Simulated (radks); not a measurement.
Species: Co. Configuration: [Ar] 3d8 6f1 (not the ground configuration). Calculated with a radial shooting solver on a logarithmic mesh with Libxc functionals: scalar-relativistic Kohn-Sham, r2SCAN, spin-polarised, spherical densities, finite nucleus; open shells are filled with parallel spins first; meta-GGA in the generalised Kohn-Sham scheme; Fermi nuclear charge, rms radius 3.7875 fm.

Radial electron density D(r) = 4 pi r^2 rho(r):

| r (bohr) | D(r) (e/bohr) | spin D(r) |
|---|---|---|
| 0.009203 | 9.235 | -0.000242 |
| 0.01319 | 15.10 | -0.000395 |
| 0.01891 | 22.52 | -0.000591 |
| 0.02688 | 29.42 | -0.000792 |
| 0.03853 | 32.69 | -0.000954 |
| 0.05479 | 30.11 | -0.000911 |
| 0.07853 | 25.77 | 0.00107 |
| 0.1117 | 28.29 | 0.0156 |
| 0.1601 | 35.91 | 0.0873 |
| 0.2276 | 32.72 | 0.312 |
| 0.3262 | 18.58 | 0.823 |
| 0.4638 | 14.96 | 1.52 |
| 0.6648 | 18.73 | 1.92 |
| 0.9453 | 13.54 | 1.55 |
| 1.355 | 5.436 | 0.829 |
| 1.942 | 1.598 | 0.284 |
| 2.762 | 0.4058 | 0.0501 |
| 3.958 | 0.06250 | 0.000239 |
| 5.628 | 0.006656 | 0.00162 |
| 8.067 | 0.008909 | 0.00879 |
| 11.47 | 0.01188 | 0.0119 |
| 16.44 | 0.0001510 | 0.000151 |
| 23.38 | 0.01570 | 0.0157 |
| 33.51 | 0.001954 | 0.00195 |
| 47.65 | 0.03025 | 0.0303 |
| 68.29 | 0.007780 | 0.00778 |

D(r) has 7 maxima, at r = 0.0392, 0.179, 0.665, 10.5, 25.7, 51.2, 52.0 bohr, and minima at 0.0851, 0.418, 6.20, 51.6 bohr, inside which lie 2.11, 10.72, 26.00, 26.54 electrons.
